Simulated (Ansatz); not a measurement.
Abridged output of a molecular run in Ansatz:

```
Functional definition: HF
860 factors; integrals over basis functions are off by at most 1.0e-3 eV
mean field evaluation 1: about -92418.7825 eV, gradient 3.3e1 eV
mean field evaluation 2: about -92418.7920 eV, gradient 3.3e1 eV
mean field evaluation 4: about -92421.1103 eV, gradient 2.2e0 eV
mean field evaluation 8: about -92421.1286 eV, gradient 1.3e-4 eV
mean field -92421.12857419 eV, -3396.4138298107 hartree, gradient 3.0e-6 eV, S^2 0.000000; 0 other end points of the search recorded, 0 dependent functions left out
20 core orbitals not correlated: weight in the atoms' cores, before any rotation towards them, 1.000 or more for the frozen orbitals, at most 0.000 for the correlated occupied ones
reference -92421.12857419 eV, -3396.4138298107 hartree; 18, 18 occupied and 54, 54 virtual orbitals, 860 factors
second order -17.44643237 eV of doubles, -0.00000000 eV of singles
cycle   1  -17.74051698 eV  change   -2.9e-1 eV  update   8.0e-2
cycle   2  -18.08944449 eV  change   -3.5e-1 eV  update   2.2e-2
cycle   3  -18.15441708 eV  change   -6.5e-2 eV  update   1.1e-2
cycle   4  -18.14766801 eV  change    6.7e-3 eV  update   2.2e-3
cycle   5  -18.14762118 eV  change    4.7e-5 eV  update   8.9e-4
cycle   6  -18.14775999 eV  change   -1.4e-4 eV  update   2.6e-4
cycle   7  -18.14757070 eV  change    1.9e-4 eV  update   7.7e-5
cycle   8  -18.14758063 eV  change   -9.9e-6 eV  update   2.1e-5
perturbative correction -0.39045350 eV, -0.0143489016 hartree
Total energy: -92439.66660832 eV, -3397.0950899994 hartree
```

Its atoms:

```xyz
6

O    -0.370   -0.168   -1.291
Si    0.160    0.293    0.171
Cl    1.794   -0.789    0.744
Br   -1.403    0.012    1.708
H    -0.696   -1.062   -1.411
H     0.516    1.714    0.078
```

Task: Which basis set was used?
A. def2-QZVPP
B. cc-pV(Q+d)Z
C. def2-SVP
D. def2-TZVPP

Result: C. It gives 92 functions.

Task: Write the keys of the input that set method, charge and spin (a neutral closed shell needs none for the last two).

Result: 
```yaml
correlation: {method: ccsd_t}
```
